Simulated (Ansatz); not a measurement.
Cost and result for the atomization energy of C2H7NOSi, SMILES `NCC1O[SiH2]1` (12 atoms, 12 bonds).

```xyz
12

N     0.099    1.971   -0.652
C    -0.564    0.907    0.081
C     0.327   -0.246    0.455
O     0.845   -0.983   -0.721
Si   -0.080   -1.996    0.220
H     0.549    1.579   -1.472
H     0.833    2.384   -0.088
H    -1.398    0.544   -0.529
H    -1.003    1.322    0.994
H     1.143    0.024    1.130
H    -1.382   -2.419   -0.339
H     0.632   -3.087    0.921
```

The species carries charge 0 and has multiplicity 1. The structure was optimised at the PBE0-D4/def2-TZVP level. It is one conformer, not always the lowest. Program: Ansatz. All runs use 4 threads of an AMD EPYC 9R45 on a shared host. Times are those of one run each, without the atoms' runs, and a repeat can differ threefold. Electronic energies, without spin–orbit coupling; frozen cores. CCSD(T)/CBS adds CCSD(T) − MP2 in def2-TZVPP to the MP2 limit, and its time is that of the two runs behind it. T1 = 0.013. HSE06 is the plane-wave form, built on full-range PBE exchange.

CCSD(T)/CBS is a level of theory with its own doubt, some kJ/mol a heavy atom from the limit and from the frozen cores, so smaller differences don't rank the functionals.

| level | functions | wall time | atomization (kJ/mol) | difference from CCSD(T)/CBS | per bond |
| --- | --- | --- | --- | --- | --- |
| LDA (SPW92)/def2-TZVPP | 264 | 0.6 s | 5081.2 | 680.0 | 56.7 |
| BLYP-D4/def2-TZVPP | 264 | 0.9 s | 4404.7 | 3.5 | 0.3 |
| PBE-D4/def2-TZVPP (with forces) | 264 | 1.1 s | 4500.6 | 99.4 | 8.3 |
| PBE0-D4/def2-TZVPP | 264 | 1.2 s | 4403.5 | 2.3 | 0.2 |
| HSE06-D4/def2-TZVPP | 264 | 1.3 s | 4407.3 | 6.1 | 0.5 |
| r2SCANh-D4/def2-TZVPP | 264 | 1.8 s | 4369.5 | -31.7 | -2.6 |
| CCSD(T)/def2-SVP | 109 | 1.9 s | 4112.2 | -289.0 | -24.1 |
| PBE-QIDH/def2-TZVPP | 264 | 2 s | 4358.8 | -42.4 | -3.5 |
| B97M-V/def2-TZVPP | 264 | 3.2 s | 4404.7 | 3.5 | 0.3 |
| ωB97M-V/def2-TZVPP (with forces) | 264 | 3.7 s | 4416.7 | 15.5 | 1.3 |
| MP2/def2-QZVPP | 508 | 8 s | 4419.6 | 18.4 | 1.5 |
| CCSD(T)/def2-TZVPP | 264 | 46 s | 4271.6 | -129.6 | -10.8 |
| CCSD(T)/CBS(def2) | – | 54 s | 4401.2 | 0.0 | 0.0 |

From PBE to PBE0 (25 % exact exchange), in def2-TZVPP and without D4, the atomization energy moves by −93.5 kJ/mol: exact exchange takes away binding that semilocal exchange gives to molecules. At CCSD(T), def2-SVP lies −289.0 kJ/mol from the extrapolated value and def2-TZVPP −129.6 kJ/mol: correlation converges slowly with the basis, and small sets miss more of it in the bonded molecule than in its fragments. The D4 term adds +36.6 kJ/mol with B3LYP and +19.2 kJ/mol with PBE0; it sums over pairs of atoms, weighted by their polarisabilities, and B3LYP, whose exchange is more repulsive, gets the larger term.

B3LYP here is the variant with VWN-RPA as its local correlation; programs differ in this.
